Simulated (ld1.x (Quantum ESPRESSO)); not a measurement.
# Cutoff test, zirconium, PAW

- Element: Zr
- Generator: ld1.x (Quantum ESPRESSO) 7.5
- Type: PAW
- Functional: PW91
- Relativity: scalar-relativistic
- Frozen core: [Kr]
- Valence charge: 4
- Reference configuration: 4d2 5s0 5p0 (charge +2)
- Partial waves: 5s (bound, empty): rcut 2.05, rcutus 2.85 bohr; 5s channel at 0.4 Ry: rcut 2.05, rcutus 2.85 bohr; 5p (bound, empty): rcut 2.75, rcutus 3.10 bohr; 5p channel at 3.65 Ry: rcut 2.75, rcutus 3.10 bohr; 4d (bound): rcut 1.45, rcutus 1.85 bohr; 4d channel at 2.1 Ry: rcut 1.45, rcutus 1.85 bohr
- Local potential: all-electron potential smoothed inside 1.95 bohr (lloc = -2)
- Core correction: a·sin(br)/r model core inside 1.65 bohr
- Augmentation charge: BESSEL, radius 1.15 bohr

The pseudo-atom Hamiltonian at the reference potential is diagonalised in spherical Bessel functions j_l(qr) that vanish at 20 bohr, with q² up to the cutoff. All-electron valence levels (Ry): 5s -1.1831, 5p -0.8655, 4d -1.2753.

How do the lowest levels (Ry) of each channel move with the cutoff, and are there ghosts?

```
cutoff (Ry)     s #1     s #2     p #1     p #2     d #1     f #1     f #2  Σ f·Δε (mRy)
          8  -1.1829  -0.4761  -0.8654  -0.3630  -1.0447  -0.3165  -0.1769         461.2
         12  -1.1831  -0.4761  -0.8655  -0.3631  -1.1750  -0.3171  -0.1774         200.7
         18  -1.1832  -0.4761  -0.8655  -0.3631  -1.2535  -0.3174  -0.1775          43.7
         25  -1.1832  -0.4762  -0.8655  -0.3631  -1.2715  -0.3174  -0.1775           7.5
         35  -1.1832  -0.4762  -0.8655  -0.3631  -1.2751  -0.3174  -0.1775           0.5
         45  -1.1832  -0.4762  -0.8655  -0.3631  -1.2751  -0.3174  -0.1775           0.3
        400  -1.1832  -0.4762  -0.8655  -0.3631  -1.2753  -0.3174  -0.1775           0.0
```

Result: no extra level below or beside the all-electron valence levels (s, p, d, f tested); 10 mRy is reached at 25 Ry and 1 mRy at 35 Ry.

Test run stopped at test 1 of 7 (negative rho).
